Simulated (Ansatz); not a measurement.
Ansatz (a first-principles code) input for BrCl, SMILES ClBr (connectivity only; charge and spin as stated), charge +1, multiplicity 2, PBE-D3(BJ)/def2-TZVP. 

Ansatz 0.2 input:
```yaml
crystal:
  periodic: [false, false, false]
  atoms:
    - {symbol: Cl, position_ang: [0.00000000, 0.00000000, -1.37302469]}
    - {symbol: Br, position_ang: [0.00000000, 0.00000000, 0.66689771]}
basis:
  gaussian:
    orbitals: def2-TZVP
hamiltonian:
  xc: pbe
  dispersion: d3bj
total_charge: 1
magnetization: {spin_polarized: true, initial_magnetization: 1}
relax: {f_tol: 0.002, max_steps: 200}
```

Output:

```
WARN ansatz: RAYON_NUM_THREADS=1 ignored (pool sized by the plan → 1); use --threads N
Functional definition: PBE
integrals: 0.02 GiB planned
632 factors; their error is unknown
mean field: 0.21 GiB planned
mean field evaluation 1: about -82540.4683 eV, gradient 2.1e1 eV
mean field evaluation 2: about -82530.0202 eV, gradient 4.6e1 eV
mean field evaluation 4: about -82542.3610 eV, gradient 7.4e0 eV
mean field evaluation 8: about -82542.6480 eV, gradient 9.9e-2 eV
mean field evaluation 16: about -82542.6218 eV, gradient 1.2e-4 eV
mean field -82542.62183518 eV, -3033.3854030443 hartree, gradient 3.1e-5 eV, S^2 0.751830; 1 other end points of the search recorded, 0 dependent functions left out
the calculation of the forces begins
reference -82542.62185918 eV, -3033.3854039262 hartree; 26, 25 occupied and 59, 60 virtual orbitals, 632 factors
relax step   1: F+E_penalty+E_count = -82542.65348006 eV  Δ(F+E_penalty+E_count) = +0.000e0 eV  max|allowed force component| = 7.541e-1 eV/Å  Δτ_max = 0.0000 Å  (51 SCF iters, accepted)
these checks for a lower state are left out or cut short: starts, cluster_reference, orbital_swaps, neighbouring_geometries, increment
integrals: 0.02 GiB planned
632 factors; their error is unknown
mean field: 0.21 GiB planned
mean field evaluation 32: about -82542.6327 eV, gradient 9.0e-2 eV
mean field -82542.63272872 eV, -3033.3858033745 hartree, gradient 1.7e-5 eV, S^2 0.751803; 0 other end points of the search recorded, 0 dependent functions left out
the calculation of the forces begins
reference -82542.63275282 eV, -3033.3858042600 hartree; 26, 25 occupied and 59, 60 virtual orbitals, 632 factors
relax step   2: F+E_penalty+E_count = -82542.66431893 eV  Δ(F+E_penalty+E_count) = -1.084e-2 eV  max|allowed force component| = 2.126e-1 eV/Å  Δτ_max = 0.0213 Å  (33 SCF iters, accepted)
these checks for a lower state are left out or cut short: starts, cluster_reference, orbital_swaps, neighbouring_geometries, increment
integrals: 0.02 GiB planned
632 factors; their error is unknown
mean field: 0.21 GiB planned
mean field -82542.63379033 eV, -3033.3858423880 hartree, gradient 1.6e-5 eV, S^2 0.751808; 0 other end points of the search recorded, 0 dependent functions left out
the calculation of the forces begins
reference -82542.63381441 eV, -3033.3858432728 hartree; 26, 25 occupied and 59, 60 virtual orbitals, 632 factors
relax step   3: F+E_penalty+E_count = -82542.66539250 eV  Δ(F+E_penalty+E_count) = -1.074e-3 eV  max|allowed force component| = 2.596e-2 eV/Å  Δτ_max = 0.0045 Å  (34 SCF iters, accepted)
these checks for a lower state are left out or cut short: starts, cluster_reference, orbital_swaps, neighbouring_geometries, increment
integrals: 0.02 GiB planned
632 factors; their error is unknown
mean field: 0.21 GiB planned
mean field -82542.63380451 eV, -3033.3858429091 hartree, gradient 3.3e-5 eV, S^2 0.751809; 0 other end points of the search recorded, 0 dependent functions left out
the calculation of the forces begins
reference -82542.63382858 eV, -3033.3858437938 hartree; 26, 25 occupied and 59, 60 virtual orbitals, 632 factors
relax step   4: F+E_penalty+E_count = -82542.66540828 eV  Δ(F+E_penalty+E_count) = -1.578e-5 eV  max|allowed force component| = 1.172e-4 eV/Å  Δτ_max = 0.0006 Å  (22 SCF iters, accepted)
integrals: 0.02 GiB planned
632 factors; their error is unknown
mean field: 0.21 GiB planned
mean field evaluation 64: about -82542.6338 eV, gradient 5.3e-3 eV
mean field -82542.63380451 eV, -3033.3858429091 hartree, gradient 3.3e-5 eV, S^2 0.751809; 2 other end points of the search recorded, 0 dependent functions left out
the calculation of the forces begins
reference -82542.63382858 eV, -3033.3858437938 hartree; 26, 25 occupied and 59, 60 virtual orbitals, 632 factors
Total energy: -82542.66543235 eV, -3033.3870052109 hartree
Atom 0 at     0.000000    -0.000000    -1.389268 Å, force    -0.000000     0.000000     0.000117 eV/Å
Atom 1 at    -0.000000     0.000000     0.683141 Å, force     0.000000    -0.000000    -0.000117 eV/Å
Dipole moment:     0.000000    -0.000000    -0.108711 e Å
```

Self-consistency was reached.
